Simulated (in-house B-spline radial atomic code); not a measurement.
Checks on a self-consistent run for I⁴⁺, [He] 2s1 2p6 3s2 3p6 3d10 4s2 4p6 4d10 5s2 5p2. Level of theory: Dirac-Hartree-Fock, average of configuration, Fermi nucleus of rms radius 4.75 fm; calculated with a radial B-spline atomic code at the basis-set limit.

```
orbital        q       ε (Eh)     <1/r>        <r²>  small-component weight
  1s1/2        2  -1234.41852   56.8378  0.00100442                0.038121
  2s1/2        1   -199.45847   13.3194    0.016101               0.0082161
  2p1/2        2   -186.72187    13.303   0.0117996               0.0082459
  2p3/2        4   -175.54260   12.2763   0.0130587               0.0078372
  3s1/2        2    -43.83203   4.85571    0.108913               0.0025474
  3p1/2        2    -38.84830   4.73261     0.10336               0.0024473
  3p3/2        4    -36.63796   4.48051    0.110895               0.0023385
  3d3/2        4    -27.82446   4.34575   0.0916154               0.0022259
  3d5/2        6    -27.34900   4.27935    0.093804               0.0021924
  4s1/2        2     -9.97760   1.93609    0.591363              0.00071378
  4p1/2        2     -8.07980   1.82567    0.644325              0.00064797
  4p3/2        4     -7.63296   1.74937    0.687113              0.00061709
  4d3/2        4     -4.44824   1.52691    0.860287              0.00048963
  4d5/2        6     -4.37191   1.50569    0.880514              0.00047983
  5s1/2        2     -2.43095  0.743334      3.4264              0.00014633
  5p1/2  0.66667     -1.98085  0.668181     4.17151              0.00012185
  5p3/2   1.3333     -1.91696  0.646015     4.41147              0.00011595
```

Electron-electron repulsion V_ee = 2470.0904 hartree.

(1) What total energy follows from the eigenvalues?

(2) Does the Dirac virial theorem hold?

(3) What diamagnetic shielding (Lamb formula) and susceptibility (Langevin formula) do the radii give?

## Answers

(1) The eigenvalues count the repulsion twice, so E = Σqε - V_ee = -4450.623 - 2470.090 = -6920.714 hartree; the run printed -6920.714.

(2) For a point nucleus E = -2c²Σq·w, with w the small-component weight. Here Σq·w = 0.18426 and c = 137.0360, so the ratio E/(-2c²Σq·w) is 1.000059; the finite nucleus accounts for the departure from 1.

(3) σ = (α²/3)Σq<1/r> = 315.32/(3·137.036²) = 5597.1 ppm, and χ = -0.79199×10⁻⁶·Σq<r²> = -24.83×10⁻⁶ cm³/mol with Σq<r²> = 31.351 bohr². Both are non-relativistic formulas without the paramagnetism of open shells; for so heavy an element the full relativistic shielding is larger by tens of per cent.
